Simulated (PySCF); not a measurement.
**Energy of Se⁺ (selenium, charge +1) between two integer charges**

The 4p alpha orbital of [Ar] 3d10 4s2 4p3 is emptied in steps (occupation f), with all orbitals relaxed, ending at [Ar] 3d10 4s2 4p2. Computed with PySCF 2.14 in aug-cc-pVDZ-PP with ECP10MDF (5s4p3d, 32 functions), with scalar relativity through the core potential. The exact energy is a straight line in f; departures are measured from the line between the end points of the same method.

| f | UHF (eV) | LDA (eV) | PBE (eV) | PBE0 (eV) | r2SCAN (eV) | LC-wPBE (eV) | BHandHLYP (eV) | wB97X (eV) | BLYP (eV) | MN15 (eV) |
| --- | --- | --- | --- | --- | --- | --- | --- | --- | --- | --- |
| 1 | 0.000 | 0.000 | 0.000 | 0.000 | 0.000 | 0.000 | 0.000 | 0.000 | 0.000 | 0.000 |
| 0.8 | 0.092 | -0.804 | -0.783 | -0.566 | -0.741 | -0.114 | -0.362 | -0.161 | -0.796 | -0.462 |
| 0.6 | 0.135 | -1.210 | -1.175 | -0.848 | -1.103 | -0.169 | -0.544 | -0.242 | -1.196 | -0.687 |
| 0.4 | 0.133 | -1.213 | -1.174 | -0.845 | -1.092 | -0.166 | -0.544 | -0.244 | -1.198 | -0.680 |
| 0.2 | 0.088 | -0.810 | -0.781 | -0.561 | -0.720 | -0.107 | -0.362 | -0.164 | -0.799 | -0.446 |
| 0 | 0.000 | 0.000 | 0.000 | 0.000 | 0.000 | 0.000 | 0.000 | 0.000 | 0.000 | 0.000 |

**Question.** For BHandHLYP, how does the orbital energy at f = 1 compare with the removal energy?

**Answer.** −ε = 18.917 eV against a total-energy difference of 21.179 eV. By Janak's theorem ε = ∂E/∂f, so the gap between them reflects the curvature. Along the path −ε is 19.819 (f = 0.8), 20.725 (f = 0.6), 21.633 (f = 0.4), 22.539 (f = 0.2) eV.

```csv
method,E(f=0) − E(f=1) (eV),−ε at f=1 (eV),−ε at f=0.4 (eV)
UHF,20.832,21.414,20.710
LDA,21.391,16.387,22.389
PBE,21.242,16.358,22.228
PBE0,21.345,17.806,22.064
r2SCAN,21.541,16.890,22.511
LC-wPBE,21.379,20.656,21.537
BHandHLYP,21.179,18.917,21.633
wB97X,21.068,20.061,21.262
BLYP,20.983,16.025,21.977
MN15,21.127,18.225,21.737
```

Reference removal energy between the ground levels: 21.196 ± 0.01 eV (measured; NIST Atomic Spectra Database, ionization energies). The calculation has no spin-orbit coupling. UHF lacks correlation.
